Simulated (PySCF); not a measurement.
From one molecule to another.

First species: C6H11P.
SMILES with atom numbers: `[CH3:1][C:2]1=[C:3]([CH:4]([CH3:5])[CH3:6])[PH:7]1` (hydrogens: H8, H9, H10 on C1; H11 on C4; H12, H13, H14 on C5; H15, H16, H17 on C6; H18 on P7)

Geometry (GFN2-xTB, Å), atoms numbered from 1 in this order:
```
atom  x, y, z in Å
C1     2.5803    0.7459   -0.0681
C2     1.5263   -0.1019    0.5051
C3     0.2514   -0.3422    0.6639
C4    -1.1456    0.0370    0.3741
C5    -1.8694   -1.1300   -0.3006
C6    -1.1764    1.2911   -0.4989
P7     1.2655   -1.5782    1.5892
H8     3.2440    1.1039    0.7185
H9     2.1399    1.5982   -0.5843
H10    3.1794    0.1708   -0.7743
H11   -1.6441    0.2462    1.3292
H12   -1.4224   -1.3401   -1.2703
H13   -2.9201   -0.8905   -0.4464
H14   -1.7965   -2.0236    0.3160
H15   -0.6738    1.1018   -1.4451
H16   -2.2048    1.5799   -0.7037
H17   -0.6763    2.1173    0.0012
H18    1.3338   -2.5792    0.5829
```

Second species: C₅H₈SSi.
SMILES: `C#C[C@H]1C[SiH2]CS1`

Levels: B3LYP/def2-SVPD for HOMO energy, LUMO energy, HOMO–LUMO gap and static isotropic polarisability; TDDFT B3LYP/def2-SVPD for lowest singlet excitation; TDA B3LYP/def2-SVPD for lowest triplet excitation (Tamm–Dancoff). Geometries: GFN2-xTB. All species are isolated and taken at one optimised geometry, non-relativistic unless stated; the electronic structure was computed with PySCF and density fitting.

Dipoles, sizes and rotational constants follow the conformer. The torsions of the flexible species, by atom-mapped SMILES:
- `[CH3:1][C:2]1=[C:3]([CH:4]([CH3:5])[CH3:6])[PH:7]1`: C2–C3–C4–C5 122°

The conformers of `C#C[C@H]1C[SiH2]CS1` aren't listed.

Values for the first species:

```
HOMO energy                              : -6.11 eV
LUMO energy                              : -0.04 eV
HOMO–LUMO gap                            : 6.07 eV
Lowest singlet excitation                : 5.25 eV
Lowest triplet excitation (Tamm–Dancoff) : 4.12 eV
Static isotropic polarisability          : 98.3 au
```

**Question.** Estimate the same properties for the second species, and the change in each.

**Answer.** 
```csv
property,first,second,second less first
HOMO energy,-6.11 eV,-6.22 eV,-0.11 eV
LUMO energy,-0.04 eV,-0.26 eV,-0.22 eV
HOMO–LUMO gap,6.07 eV,5.96 eV,-0.11 eV
lowest singlet excitation,5.25 eV,4.83 eV,-0.42 eV
lowest triplet excitation (Tamm–Dancoff),4.12 eV,4.35 eV,+0.23 eV
static isotropic polarisability,98.3 au,100.7 au,+2.4 au
```

On the first: No computed singlet falls in the visible range (750 to 380 nm, 1.65 to 3.26 eV); S1 lies 1.99 eV above its blue end. The principal polarisabilities are 78.1, 105.7 and 111.2 au; their mean is the isotropic value.

On the second: The polarisability is 14.92 Å³ as a volume (1 au = 0.148185 Å³), or 1.48 au for each of the 68 electrons. No computed singlet falls in the visible range (750 to 380 nm, 1.65 to 3.26 eV); S1 lies 1.57 eV above its blue end.
